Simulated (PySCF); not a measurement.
Ga(Me)(SeH)2 (CH5GaSe2), SMILES [CH3][Ga]([SeH])[SeH]. Geometry optimised at ωB97X-D3(BJ)/def2-SVP. The values are those of a single conformer.

Computed equilibrium geometry at ωB97X-D3(BJ)/def2-SVP (PySCF confirms it by a frequency run) as Cartesian coordinates in Å, and its point group (one conformer of several):
point group Cs.
```xyz
9

Ga     0.6226     0.0002     0.0000
C      2.5774    -0.0112     0.0000
H      2.9514    -0.5417     0.8899
H      2.9514    -0.5417    -0.8899
H      2.9867     1.0097     0.0000
Se    -0.6613    -1.9235     0.0000
H      0.5085    -2.8086     0.0000
Se    -0.5823     1.9721     0.0000
H     -1.8800     1.2902     0.0000
```
